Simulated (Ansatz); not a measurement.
Reaction (redistribution): `[NH2][Al]([NH2])[Br]` + `[F][SnH]([F])[F]` → `[NH2][AlH][Br]` + `[NH2][Sn]([F])([F])[F]`

Computed with Ansatz on PBE0-D4/def2-TZVP structures; ΔE is electronic, products minus reactants. CCSD(T)/CBS adds triple-zeta CCSD(T) − MP2 to the extrapolated MP2 energy (def2 sets, frozen cores). def2 core potentials past Kr. For Br, Sn outer-core shells are correlated without core-valence functions, which leaves a few kJ/mol of doubt a bond. Scalar relativity is left out up to krypton. Each species was taken in one conformer, which may not be the lowest.

```tsv
species	CCSD(T)/CBS(def2) energy (Eh)
`[NH2][Al]([NH2])[Br]`	-2927.30575
`[F][SnH]([F])[F]`	-514.09299
`[NH2][AlH][Br]`	-2871.94728
`[NH2][Sn]([F])([F])[F]`	-569.42010
```

(1) Work out ΔE.

Largest T1 diagnostic among the species: 0.015.

Answers

(1) ΔE = (-2871.94728) + (-569.42010) − (-2927.30575) − (-514.09299) = 0.03136 Eh = +82.3 kJ/mol.

In def2-TZVPP, CCSD(T) changes the Hartree–Fock value by −5.6 kJ/mol (the triples alone add −2.5 kJ/mol) and MP2 by −4.3 kJ/mol. From BLYP to BHLYP (50 % exact exchange), in def2-TZVPP and without D4, ΔE moves by +8.4 kJ/mol.
